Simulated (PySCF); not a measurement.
Fractional electron number in Pd²⁺ (palladium, charge +2)

The 4d beta orbital of [Kr] 4d8 is emptied in steps (occupation f), with all orbitals relaxed, ending at [Kr] 4d7. All numbers are calculated (PySCF 2.14, a scalar-relativistic core potential, in def2-TZVP with the def2 core potential (28 electrons) (6s4p3d1f, 40 functions)). The exact energy is a straight line in f; departures are measured from the line between the end points of the same method.

| f | PBE0 (eV) | r2SCAN (eV) | LC-wPBE (eV) |
| --- | --- | --- | --- |
| 1 | 0.000 | 0.000 | 0.000 |
| 0.8 | -0.746 | -1.004 | -0.284 |
| 0.6 | -1.122 | -1.506 | -0.428 |
| 0.4 | -1.125 | -1.503 | -0.431 |
| 0.2 | -0.751 | -1.000 | -0.288 |
| 0 | 0.000 | 0.000 | 0.000 |

For PBE0, how does the orbital energy at f = 1 compare with the removal energy?

−ε = 28.595 eV against a total-energy difference of 33.243 eV. By Janak's theorem ε = ∂E/∂f, so the gap between them reflects the curvature. Along the path −ε is 30.433 (f = 0.8), 32.293 (f = 0.6), 34.169 (f = 0.4), 36.055 (f = 0.2) eV.

```json
{"method": "PBE0", "E(f=0) − E(f=1) (eV)": "33.243", "−ε at f=1 (eV)": "28.595", "−ε at f=0.4 (eV)": "34.169"}
{"method": "r2SCAN", "E(f=0) − E(f=1) (eV)": "33.166", "−ε at f=1 (eV)": "26.896", "−ε at f=0.4 (eV)": "34.434"}
{"method": "LC-wPBE", "E(f=0) − E(f=1) (eV)": "33.193", "−ε at f=1 (eV)": "31.433", "−ε at f=0.4 (eV)": "33.541"}
```

Reference removal energy between the ground levels: 32.93 eV (semi-empirical (NIST evaluation); NIST Atomic Spectra Database, ionization energies). The calculation has no spin-orbit coupling. The determinant left behind need not be the lowest term of the ion.
